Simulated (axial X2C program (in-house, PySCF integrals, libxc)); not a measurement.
# Spin–orbit effects down a group: molecules with Ca, MP2

Computed with an in-house relativistic program for diatomic molecules, spin-free (one-electron X2C) or two-component (2c: spin–orbit coupling with atomic mean-field Coulomb and Gaunt terms, which also bring small scalar terms), in Dyall basis sets with cores contracted in-house; open shells are unrestricted.

Basis sets: Ca dyall-cv3z, H dyall-v3z, Na dyall-cv3z, Rb dyall-cv3z. Frozen shells (counts by l): CaH Ca 2s1p, H none, 11 electrons correlated; NaCa Ca 3s2p, Na 2s1p, 3 electrons correlated; RbCa Rb 3s2p1d, Ca 3s2p, 11 electrons correlated. Where the outer core of a metal is frozen, bonds come out longer and ionisation energies lower. Frozen cores can differ along the series, which adds to the trend.

```tsv
molecule	spin-free state	Re (Å)	ωe (cm⁻¹)	De (eV)	2c state	Re 2c (Å)	ωe 2c (cm⁻¹)	De 2c (eV)
CaH	M_S = 1/2, Λ = 0	2.002	1326.9	1.57	Ω = 1/2	2.002	1326.9	1.57
NaCa	M_S = 1/2, Λ = 0	3.800	89.0	0.04	Ω = 1/2	3.801	88.9	0.04
RbCa	M_S = 1/2, Λ = 0	4.495	48.0	0.02	Ω = 1/2	4.497	48.1	0.02
```

Each entry is the lowest single determinant of a limited PBE0 search at one distance. De goes to single-determinant-based atoms at the same level (for ions the charge split of lowest energy) and is withheld (n/a) where an atom does not fit its ground term or J level. Main or longest-lived isotopes. One determinant is a doubtful description, or other states lie close, for NaCa, RbCa; these need not be ground states, and all values refer to the states named.
